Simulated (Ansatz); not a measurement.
Frontier orbitals of C₂H₄FIn, SMILES `C=[CH][InH][F]`.

Charge 0, multiplicity 1. Correlated methods include outer-core shells of In, which these sets cover unevenly. In: def2 effective core potential. All single points use the PBE0-D4/def2-TZVP geometry. It is one conformer, not always the lowest. Basis def2-TZVPP, the Gaussian-basis code of Ansatz.

| functional | HOMO (eV) | LUMO (eV) | gap (eV) |
| --- | --- | --- | --- |
| PBE | -6.90 | -2.52 | 4.38 |
| revPBE | -6.84 | -2.40 | 4.44 |
| PBE0 | -8.19 | -1.74 | 6.45 |
| r2SCAN0 | -8.37 | -1.61 | 6.76 |
| LC-ωPBE | -10.83 | 0.23 | 11.06 |
| ωB97M-V | -10.36 | -0.15 | 10.21 |

(1) What is the vertical ionisation energy at frozen-core CCSD(T)/def2-TZVPP? (Best estimate.)

Answers

(1) The calculation gave: 10.66 eV (T1 of the cation 0.016).

From PBE to PBE0 the HOMO moves by −1.29 eV and the LUMO by +0.78 eV, and with ωB97M-V by −3.46 and +2.37 eV, so the gap grows from 4.38 to 10.22 eV with exact exchange. −ε(HOMO) differs from that ionisation energy by −3.76 eV with PBE and −0.29 eV with ωB97M-V.

LC-ωPBE has ω = 0.4 bohr⁻¹.
